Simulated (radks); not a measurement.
Problem. Valence configurations of neutral tin (all share [Kr]). Method: scalar-relativistic Kohn-Sham, LDA (Slater exchange, Perdew-Wang correlation), spin-polarised, spherical densities, finite nucleus; open shells are filled with parallel spins first (spin-orbit coupling, left out, can overturn this in heavy ions); Fermi nuclear charge, rms radius 4.6519 fm; computed with a radial shooting solver on a logarithmic mesh with Libxc functionals. Order these by energy: 4d9.5 5s2 5p2.5; 4d10 5s1 5p3; 4d8 5s2 5p4; 4d9 5s2 5p3; 4d10 5s2 5p2; 4d9 5s1 5p4; 4d9 5s1.5 5p3.5; 4d8 5p6; 4d10 5s1.5 5p2.5; 4d10 5p4.

Solution. From the lowest, in eV above it: 4d10 5s2 5p2 0.000; 4d10 5s1.5 5p2.5 2.841; 4d10 5s1 5p3 5.417; 4d9.5 5s2 5p2.5 11.205; 4d10 5p4 14.384; 4d9 5s2 5p3 23.378; 4d9 5s1.5 5p3.5 27.237; 4d9 5s1 5p4 31.122; 4d8 5s2 5p4 52.342; 4d8 5p6 70.534. NIST lists [Kr] 4d10 5s2 5p2 as the ground configuration; this level of theory agrees among the configurations tried. The energies are those of spherical high-spin densities, not of single terms.
